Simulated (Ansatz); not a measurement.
Ideal-gas functions of CH$_{5}$BOSi (`B1CO[SiH2]1`) at 500 K and 1 bar, from an Ansatz frequency run at PBE0-D4/def2-TZVP.

Molar mass 71.95 g/mol, point group Cs (symmetry number 1), electronic degeneracy 1, moments of inertia 46.024, 75.557, 112.653 u Å². Harmonic wavenumbers (cm⁻¹, unscaled): 147, 376, 492, 504, 648, 668, 780, 810, 838, 869, 958, 1011, 1029, 1175, 1267, 1416, 2194, 2195, 2687, 2993, 3025.

Use S(trans) = R[1.5 ln M + 2.5 ln T − 1.1517]; rotational temperatures θ = 24.2544 K / I; S(rot) = R[ln(√π/σ · √(T³/θAθBθC)) + 1.5]; for each mode x = 1.438777 ν̃/T, S = R[x/(eˣ − 1) − ln(1 − e⁻ˣ)] and H = RT x/(eˣ − 1); 1 cm⁻¹ = 0.0119627 kJ/mol; R = 8.31446 J/(mol·K).

Question: By hand: the entropy, in J/(mol·K).

Answer: Translation 172.9. Rotation: θ = 0.527, 0.321, 0.2153 K, giving 108.5. Vibration, mode by mode: 15.53, 8.05, 6.09, 5.92, 4.24, 4.05, 3.14, 2.94, 2.76, 2.57, 2.10, 1.86, 1.79, 1.28, 1.03, 0.73, 0.11, 0.11, 0.03, 0.01, 0.01, in all 64.4. Electronic 0.0. Sum 345.8 J/(mol·K).

Question: By hand: H − E and G − E in kJ/mol, counted from the electronic energy.

Answer: Zero-point energy ½ × 26082 × 0.0119627 = 156.0; thermal vibration 19.7; translation, rotation and pV give 4 RT = 16.6. H − E = 192.3 kJ/mol, and G − E = 192.3 − 500 × 345.8/1000 = 19.4 kJ/mol.

Vibration gives 19 % of the entropy, 15.5 J/(mol·K) of it from the mode under 150 cm⁻¹: soft modes count most, and the harmonic formula is weakest for them.
